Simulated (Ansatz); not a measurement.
Start from `FC[SiH2]BS` and change one atom or group to get `B[SiH2][SiH2]CF`.

Ansatz, PBE0-D4/def2-TZVP geometries, multiplicity 1. Each molecule was computed in one conformer, which needn't be the lowest.

```
                                        property  `FC[SiH2]BS`
         HOMO–LUMO gap (ωB97M-V/def2-TZVPP) / eV         10.44
              HOMO energy (PBE0/def2-TZVPP) / eV         -8.20
               HOMO energy (PBE/def2-TZVPP) / eV         -6.79
           HOMO–LUMO gap (B3LYP/def2-TZVPP) / eV          5.91
size of the dipole moment (B3LYP/def2-TZVPP) / D          2.95
           HOMO energy (ωB97M-V/def2-TZVPP) / eV        -10.40
```

(1) What does the change do to each property? (Best estimate.)

Answers

(1) Computed: 
```json
{"property": "HOMO–LUMO gap (ωB97M-V/def2-TZVPP) / eV", "`B[SiH2][SiH2]CF`": "10.47", "shift": "0.03"}
{"property": "HOMO energy (PBE0/def2-TZVPP) / eV", "`B[SiH2][SiH2]CF`": "-7.43", "shift": "0.77"}
{"property": "HOMO energy (PBE/def2-TZVPP) / eV", "`B[SiH2][SiH2]CF`": "-6.36", "shift": "0.43"}
{"property": "HOMO–LUMO gap (B3LYP/def2-TZVPP) / eV", "`B[SiH2][SiH2]CF`": "6.26", "shift": "0.35"}
{"property": "size of the dipole moment (B3LYP/def2-TZVPP) / D", "`B[SiH2][SiH2]CF`": "2.49", "shift": "-0.46"}
{"property": "HOMO energy (ωB97M-V/def2-TZVPP) / eV", "`B[SiH2][SiH2]CF`": "-9.47", "shift": "0.93"}
```

With PBE0 the HOMO rises by 0.77 eV and the LUMO rises by 1.14 eV, so the gap widens by about 0.37 eV. PBE moves the HOMO by 0.43 eV and ωB97M-V by 0.93 eV. Dipoles are sizes alone; their direction can turn.

B3LYP here is the variant with VWN-RPA as its local correlation; programs differ in this.
